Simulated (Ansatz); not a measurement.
Pd3Au2⁺. Charge 1, multiplicity 2. Geometry r2SCAN-D4/def2-SVP, basis def2-TZVP, Ansatz.

```xyz
5

Pd    1.106    0.214   -1.085
Pd   -0.110    0.972    1.217
Pd   -1.008   -1.187   -0.119
Au    1.354   -1.261    1.121
Au   -1.342    1.262   -1.134
```

```csv
run,HOMO (eV),LUMO (eV)
A,-9.58,-9.18
B,-9.49,-9.26
C,-9.59,-9.33
D,-10.53,-8.52
```

In the def2 sets Au, Pd take a core potential; there is no spin–orbit coupling. No other spin state of charge 1 was run. Another isomer (doublet) lies 0.15 eV lower at PBE0-D4/def2-TZVP; other spin states weren't run for this one.

HOMO and LUMO are taken over both spins.

Problem. The runs used BLYP, PBE, PBE0, r2SCAN. Estimate which is which.

Solution. A r2SCAN (0 % exact exchange); B BLYP (0 % exact exchange); C PBE (0 % exact exchange); D PBE0 (25 % exact exchange). Exact exchange lowers occupied and raises empty levels; among semilocal functionals meta-GGAs tend to open the gap a little, and such runs are hard to tell apart. The gap grows from 0.23 eV (BLYP) to 2.01 eV (PBE0).
